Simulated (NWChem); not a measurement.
# Atomisation of C$_{2}$H$_{4}$NO

```
C
O 1 1.2267
N 1 1.3751 2 122.00
H 3 1.0105 1 123.05 2 180.00
H 3 1.0126 4 119.00 1 180.00
C 1 1.4627 2 121.94 3 180.00
H 6 1.0906 1 117.31 2 0.00
H 6 1.0934 7 119.57 1 180.00
```
Charge 0, spin multiplicity 2.

The numbers come from NWChem runs, not from measurements. Structure: optimised with UB3LYP/def2-SVP, a minimum by its harmonic frequencies. It is one conformer; others weren't searched.

Basis set: def2-TZVP. The atomisation energy is electronic alone: no zero-point, thermal, spin-orbit or counterpoise terms. No value is extrapolated to the basis-set limit. Free atoms are single determinants with multiplicities C 3, N 4, O 3, H 2. Correlated methods freeze the same cores in atoms and molecule, 4 orbitals in all.

| method | atomisation energy (kcal/mol) | relative cost |
|---|---|---|
| TPSS | 767.1 | under 3 |
| HF | 524.0 | 4 |
| B3LYP | 762.7 | under 3 |
| PBE0 | 768.0 | under 3 |
| BHandHLYP | 729.4 | under 3 |
| LDA (SVWN5) | 895.5 | 1 |
| PBE | 792.5 | under 3 |
| BP86 | 797.0 | under 3 |
| MP2 | 746.0 | 5 |

The values span 371.5 kcal/mol, from HF (lowest) to LDA (SVWN5) (highest). The cost column gives rough processor time relative to LDA (SVWN5); each entry includes its own SCF. Costs are the molecule's.

B3LYP has NWChem's definition, with VWN1-RPA local correlation. The structure started from a generated list of species. The unpaired electrons of the parent sit in orbitals of symmetry a" (Cs labels of the run); other states weren't searched. The stability of the SCF solutions was not checked. Open-shell Hartree-Fock references start from PBE0 orbitals; any time given for them includes that run.
